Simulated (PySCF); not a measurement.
**Peak assignment**

Atoms are numbered as in `[N:1]#[C:2][c:3]1[cH:4][cH:5][cH:6][c:7]([O:8][SiH3:9])[cH:10]1`; H(Xn) means a hydrogen on atom n.

PySCF 2.14 calculation with geometry from GFN2-xTB and NMR shieldings at PBE0/pcSseg-1/GIAO; a single conformation, no relativistic terms, one averaged value for each set of equivalent atoms, gas phase.

Chemical shifts δ = σref − σ; $^{13}$C, $^{1}$H vs TMS, all at this level.

(1) Assign these signals to the numbered atoms. $^{13}$C{$^{1}$H} NMR (computed): δ 162.6 (C), 136.4 (CH), 132.3 (CH), 130.3 (CH), 124.1 (C), 123.9 (CH), 118.3 (C).

(2) Assign these signals to the numbered atoms. $^{1}$H NMR (300 MHz, computed): δ 7.70 (m, 1H), 7.58 (m, 1H), 7.47 (d, 1H), 7.11 (s, 1H), 5.18 (s, 3H).

## Answers

(1) 
```tsv
δ (ppm)	atoms	environment	reason
162.6	C7	aromatic carbon bearing oxygen	σ withdrawal by the attached heteroatom moves it downfield of the ring CH carbons
136.4	C5	aromatic CH	the aromatic region
132.3	C4	aromatic CH	–
130.3	C6	aromatic CH	–
124.1	C2	nitrile carbon	typical of a nitrile
123.9	C10	aromatic CH	–
118.3	C3	substituted aromatic carbon	–
```

C2 and C10 lie closer than the usual error of such a calculation, so a measured spectrum could show them in the other order.

(2) 
```tsv
δ (ppm)	atoms	environment	reason
7.70	H(C5)	hydrogen on an aromatic CH	ring-current deshielding
7.58	H(C4)	hydrogen on an aromatic CH	–
7.47	H(C6)	hydrogen on an aromatic CH	–
7.11	H(C10)	hydrogen on an aromatic CH	–
5.18	H(Si9)	hydrogen on a silicon bonded to O	–
```

H(C5) and H(C4); H(C4) and H(C6) lie closer than the usual error of such a calculation, so a measured spectrum could show them in the other order.

Shifts are as computed. Against solution values, carbons near 30 ppm lie about +3 ppm off and those near 130 ppm about +5 ppm. Of 1211 compounds with measured shifts, 218 miss one by over three times the rms of a fit or turn the order of signals round; such compounds aren't used in these exercises. Multiplicities follow the n + 1 count of equivalent neighbours, as no J values were calculated; m marks all less simple cases, F and P coupling included.
